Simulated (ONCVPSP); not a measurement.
**aluminium (Al): excitation energies, all-electron against ONCV**

ONCVPSP 4.0.1 input, shortened (lines: element, Z, core and valence counts, functional; n l f; lmax; l rc ep ncon nbas qcut; lloc lpopt rc5 dvloc0; l nproj debl; icmod fcfact rcfact), PBE, scalar-relativistic:

```
  Al 13.00    3    2        4      upf
    1    0    2.00
    2    0    2.00
    2    1    6.00
    3    0    2.00
    3    1    1.00
    1
    0    2.05    0.00    5    9    2.60
    1    2.05    0.00    3    6    4.20
    1    5    2.05    0.00
    0    2    1.30
    1    0    3.30
    3    3.75    1.35
```

Energies are relative to the spin-unpolarised reference configuration 3s2 3p1; without spin polarisation the order of configurations can differ from experiment.

```json
{"valence configuration": "3s2 3p0", "charge": "+1", "ΔE all-electron (eV)": "5.761", "error AE − PS (meV)": "+0.4"}
{"valence configuration": "3s1 3p0", "charge": "+2", "ΔE all-electron (eV)": "24.987", "error AE − PS (meV)": "+8.4"}
{"valence configuration": "3s2 3p0.5", "charge": "+0.5", "ΔE all-electron (eV)": "2.086", "error AE − PS (meV)": "+0.1"}
```

Question: What are ΔE and the potential's error for 3s1 3p1?

Answer: ΔE = 11.571 eV all-electron; the error (AE − PS) is -1.3 meV.
